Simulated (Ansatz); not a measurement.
Consider the ligand exchange at the Si–O bond: `F[SiH2]O[SiH](F)F` + `CN[SiH2]O` → `CN([SiH2]O)[SiH](F)F` + `O[SiH2]F`.

Computed with Ansatz on PBE0-D4/def2-TZVP structures; ΔE is electronic, products minus reactants. CCSD(T)/CBS adds triple-zeta CCSD(T) − MP2 to the extrapolated MP2 energy (def2 sets, frozen cores). DFT in def2-TZVPP. Each species was taken in one conformer, which may not be the lowest.

Task: Is it downhill or uphill in electronic energy at CCSD(T)/CBS, and by how much? (Best estimate.)

Result: Computed: Uphill: ΔE = +12.4 kcal/mol.

Task: What do these levels give: r2SCAN-D4, B2PLYP, PBE0, CCSD/def2-TZVPP, HF/def2-QZVPP, MP2/CBS(def2)? (Best estimate.)

Result: The calculation gave: r2SCAN-D4 12.4, B2PLYP 13.7, PBE0 12.5, CCSD/def2-TZVPP 13.1, HF/def2-QZVPP 18.2, MP2/CBS(def2) 12.0 kcal/mol.

Largest T1 diagnostic among the species: 0.012.

The D4 term adds −1.6 kcal/mol with B3LYP and −0.9 kcal/mol with PBE0; it sums over pairs of atoms, weighted by their polarisabilities, and B3LYP, whose exchange is more repulsive, gets the larger term. In def2-TZVPP, CCSD(T) changes the Hartree–Fock value by −5.5 kcal/mol (the triples alone add −0.9 kcal/mol) and MP2 by −5.9 kcal/mol.

B3LYP here is the variant with VWN-RPA as its local correlation; programs differ in this.
